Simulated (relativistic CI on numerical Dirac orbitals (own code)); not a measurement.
Ce3+: resonant inelastic scattering at the N4,5 edge

Computed with this model: Dirac-Coulomb-Breit CI, KLI orbitals optimised for each configuration, model QED (radiative potential, 1s self-energy scaled to tabulated hydrogen-like ionisation energies), valence Slater integrals scaled by 0.9, Kramers-Heisenberg scattering through one core-hole configuration in a parametric crystal field; configurations [Xe] 4f → [Kr] 4d9 4f2 5s2 5p6; 300 K; core-hole width 0.5 eV; summed over polarisations. Incident energies are the highest absorption maxima for each field (at most a few, so the weaker spin-orbit partner edge can be absent), on the computed scale of the free ion. Intensities are in per cent of the strongest line above 0.02 eV; levels within 1 cm⁻¹ are merged; final levels count from the ground level, the first row holds all elastic scattering, lines under 0.4 are left out and each table stops after 24 rows. The scale of the Slater integrals is a model choice and moves the terms in proportion.

Field parameters in Wybourne normalisation; cubic f-shell fields have B⁴₄ = √(5/14) B⁴₀ and B⁶₄ = −√(7/2) B⁶₀. The field is a parameter set, without covalency.

S is read from ⟨S²⟩ = S(S + 1).

Oh, B40 = -2480, B60 = -660 cm⁻¹:

```
Final level (eV)  Degeneracy  Irrep     S  127.2 eV  132.7 eV  134.2 eV
           0.000           4     Γ8  0.50     194.9     154.7     223.2
           0.100           2     Γ7  0.50      49.7      61.0     100.0
           0.232           2     Γ6  0.50       1.4       0.3       7.2
           0.326           4     Γ8  0.50       6.5       6.1      15.4
           0.367           2     Γ7  0.50       1.2       1.7      22.2
```

D3h, B20 = -70, B40 = 160, B60 = -280, B66 = 260 cm⁻¹:

```tsv
Final level (eV)	Degeneracy	S	127.2 eV	132.7 eV	134.1 eV
0.000	2	0.50	2362.1	1865.5	2636.1
0.003	2	0.50	291.5	389.0	644.6
0.006	2	0.50	199.2	285.0	547.7
0.262	2	0.50	16.7	7.9	92.8
0.267	2	0.50	18.0	9.9	100.0
0.270	2	0.50	18.1	10.7	80.9
0.276	2	0.50	17.2	10.9	84.1
```

For the first field the strongest loss at the lowest incident energy is the level at 0.10 eV (S = 0.50, against 0.50 in the thermal ground state).
